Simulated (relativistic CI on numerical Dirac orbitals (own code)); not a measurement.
What each ingredient does to the levels of Os42+

Base calculation: Dirac-Coulomb-Breit CI, separate exchange-only KLI orbitals for each configuration, model QED, unscaled Slater integrals.

CI space (outside the closed core [Ar] 3d10): 4s²4p⁴, 4s4p⁵, 4s²4p³4d, 4p⁶, 4s4p⁴4d, 4s²4p³4f, 4s4p⁴4f, 4p⁵4d, 4s4p³4d², 4s²4p²4d4f, 4p⁵4f, 4p⁴4d4f, 4s4p³4f², 4s²4p³5s, 4p⁵5s, 4s²4p³5p, 4s4p³4d5s, 4s²4p²4f5s, 4s4p⁴5s, 4s²4p³5d, 4s4p⁴5p, 4s²4p³5f, 4s²4p³5g, 4s4p⁴5d, 4p⁴4f5s, 4s4p⁴5f, 4s²4p³6s, 4s²4p²4d², 4s²4p4d³, 4s4p²4d³, 4s²4p4d²4f, 4s4p²4d²4f, 4s²4p4d²5s, 4p⁴4d², 4p³4d³, 4p³4d²4f, 4p³4d²5s, 4s²4p²4d5s, 4s4p²4d²5s, 4s²4p4d4f5s, 4s4p²4d4f5s, 4s²4p4d5s², 4p⁴4d5s, 4p³4d4f5s, 4p³4d5s², 4s²4p²5s², 4s4p²4d5s², 4s²4p4f5s², 4s4p²4f5s². Double excitations out of closed p, d and f shells are left out; levels of such configurations are missing from the list, as are those of other unlisted configurations, and high levels can miss mixing partners. These lack a partner that the ground configuration has and come out too high: 4s²4p³5p, 4s²4p³5d, 4s4p⁴5p, 4s²4p³5f, 4s²4p³5g.

Variants: (1) QED terms removed; (2) only the first 3 configurations. Shifts of the energy above 4s²4p⁴ ³P2, in eV, for the lowest level and the first level of each name with at least 55 % of one term (blank where a level changes its place among those of its configuration and J or its character, or is not in the variant):

```json
{"Level": "4s²4p⁴ ³P2", "Base": "0.000", "Δ(1)": "0.000", "Δ(2)": "0.000"}
{"Level": "4s²4p⁴ ¹S0", "Base": "9.565", "Δ(1)": "+0.002", "Δ(2)": "+0.323"}
{"Level": "4s²4p⁴ ³P1", "Base": "106.321", "Δ(1)": "-0.105", "Δ(2)": "+0.480"}
{"Level": "4s²4p⁴ ¹D2", "Base": "111.098", "Δ(1)": "-0.104", "Δ(2)": "+0.820"}
{"Level": "4s²4p³4d ³P°0", "Base": "163.018", "Δ(1)": "+0.261", "Δ(2)": "+0.133"}
{"Level": "4s4p⁵ ³P°2", "Base": "215.964", "Δ(1)": "+1.070", "Δ(2)": "+0.460"}
{"Level": "4s²4p⁴ ³P0", "Base": "221.260", "Δ(1)": "-0.199", "Δ(2)": "+1.652"}
{"Level": "4s²4p³4d ³G°5", "Base": "292.887", "Δ(1)": "+0.098", "Δ(2)": "+0.499"}
{"Level": "4s4p⁵ ³P°0", "Base": "326.394", "Δ(1)": "+0.918", "Δ(2)": "+1.541"}
{"Level": "4s4p⁴4d ³P0", "Base": "382.358", "Δ(1)": "+1.326", "Δ(2)": ""}
```

At this charge energies of transitions that change n are usually good to better than 1 %, and those within a shell (Δn = 0) to a few per cent.

Ionisation energy from the two ground configurations alone: base 2111.94 eV. The NIST ASD value (theoretical) is 2112 eV.

LS names give the leading component of a level, which can be under half, so a name can repeat, a term be missing and a line seem to break the LS rules.
